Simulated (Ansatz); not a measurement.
C2H6Cl2Si can be A, `ClC[SiH2]CCl`, or B, `CC[SiH](Cl)Cl`.

Gas-phase electronic energies from Ansatz, PBE0-D4/def2-TZVP geometries. CBS: MP2 limit from def2 TZ/QZ plus the TZ coupled-cluster correction, frozen cores. DFT in def2-TZVPP. B3LYP here is the variant with VWN-RPA as its local correlation; programs differ in this. One conformer a species, not always the lowest.

A:

```xyz
11

Cl    1.947   -1.273    0.835
C     1.443   -0.228   -0.525
Si   -0.007    0.838    0.019
C    -1.439   -0.276    0.513
Cl   -1.926   -1.266   -0.893
H     2.306    0.370   -0.818
H     1.171   -0.879   -1.355
H     0.400    1.666    1.184
H    -0.428    1.712   -1.107
H    -1.156   -0.959    1.313
H    -2.312    0.294    0.833
```

B:

```xyz
11

C    -0.1899   -0.8403    1.1857
C    -0.5476   -0.3988   -0.2309
Si    0.5869    0.9028   -0.9086
Cl    0.0177    1.4019   -2.8129
Cl    0.5058    2.5807    0.2682
H    -0.2531   -0.0073    1.8890
H    -0.8679   -1.6222    1.5348
H     0.8261   -1.2401    1.2382
H    -1.5693   -0.0080   -0.2762
H    -0.5106   -1.2446   -0.9270
H     2.0020    0.4759   -0.9602
```

Task: Which is lower in electronic energy at CCSD(T)/CBS, and by how much? (Best estimate.)

Result: Ansatz gave: B, by 301.8 kJ/mol.

Task: Give E(B) − E(A) in kJ/mol with PBE0-D4, HF/def2-TZVPP, CCSD(T)/def2-TZVPP, B3LYP, r2SCAN-D4, BLYP-D4, LDA (SPW92). (Estimate.)

Result: Computed: PBE0-D4 -300.3, HF/def2-TZVPP -310.9, CCSD(T)/def2-TZVPP -299.2, B3LYP -296.5, r2SCAN-D4 -306.1, BLYP-D4 -286.8, LDA (SPW92) -293.6. None reverses the order clearly.

Largest T1 diagnostic: 0.010.

From BLYP to BHLYP (50 % exact exchange), in def2-TZVPP and without D4, E(B) − E(A) moves by −18.6 kJ/mol. Leaving LDA and LC-ωPBE aside and taking each functional with its dispersion term where it has one, the values, not all of them listed here, spread over 26.8 kJ/mol, from B97M-V to BLYP-D4.
